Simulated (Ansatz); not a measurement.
Input and output for CH4AlNS, SMILES `[NH2][AlH][CH]=S`.

```yaml
crystal:
  periodic: [false, false, false]
  atoms:
    - {symbol: N, position_ang: [-0.778950, 1.194001, 0.579553]}
    - {symbol: Al, position_ang: [0.662336, 0.211305, 0.367762]}
    - {symbol: C, position_ang: [0.446630, -1.354383, -0.816846]}
    - {symbol: S, position_ang: [-0.994612, -1.631117, -1.501361]}
    - {symbol: H, position_ang: [-0.855179, 2.023969, 1.143247]}
    - {symbol: H, position_ang: [-1.654904, 0.977137, 0.129888]}
    - {symbol: H, position_ang: [2.018763, 0.585305, 1.090792]}
    - {symbol: H, position_ang: [1.248216, -2.063317, -1.048835]}
basis:
  gaussian: {orbitals: 6-31G}
total_charge: 1
magnetization: {spin_polarized: true, initial_magnetization: 1}
hamiltonian: {xc: {name: B97}}
output: {forces: true}
```

```sh
$ ansatz run in.yaml --threads 2 --pin off --events-out ev --progress --plain --max-ram 4352MiB
```

It prints (some lines left out):

```
Functional definition: B97
665 factors; integrals over basis functions are off by at most 2.5e-4 eV
mean field evaluation 1: about -19992.6119 eV, gradient 6.3e1 eV
mean field evaluation 2: about -19942.9838 eV, gradient 9.5e1 eV
mean field evaluation 4: about -20008.7132 eV, gradient 1.5e1 eV
mean field evaluation 8: about -20010.0825 eV, gradient 3.3e-1 eV
mean field evaluation 16: about -20010.1870 eV, gradient 1.6e-3 eV
mean field -20010.18699197 eV, -735.3608085629 hartree, gradient 1.3e-5 eV, S^2 0.758946; 5 other end points of the search recorded, 0 dependent functions left out
reference -20010.18701854 eV, -735.3608095395 hartree; 23, 22 occupied and 29, 30 virtual orbitals, 665 factors
Total energy: -20010.18701854 eV, -735.3608095395 hartree
Atom 0 at    -0.778950     1.194001     0.579553 Å, force    -0.521155    -0.429121    -0.481538 eV/Å
Atom 1 at     0.662336     0.211305     0.367762 Å, force     1.159864     1.253708     1.282240 eV/Å
Atom 2 at     0.446630    -1.354383    -0.816846 Å, force     0.270286    -0.842008    -0.505663 eV/Å
Atom 3 at    -0.994612    -1.631117    -1.501361 Å, force    -1.133903    -0.325950    -0.616091 eV/Å
Atom 4 at    -0.855179     2.023969     1.143247 Å, force     0.082197     0.303465     0.243624 eV/Å
Atom 5 at    -1.654904     0.977137     0.129888 Å, force    -0.470222     0.226584     0.002943 eV/Å
Atom 6 at     2.018763     0.585305     1.090792 Å, force     0.182866    -0.275675    -0.134485 eV/Å
Atom 7 at     1.248216    -2.063317    -1.048835 Å, force     0.430068     0.088998     0.208969 eV/Å
Dipole moment:     0.046999    -0.320162    -0.211404 e Å
```

Run time 6 s (2 threads of an Intel Xeon 6975P-C on a shared host); peak host memory 0.38 GiB.
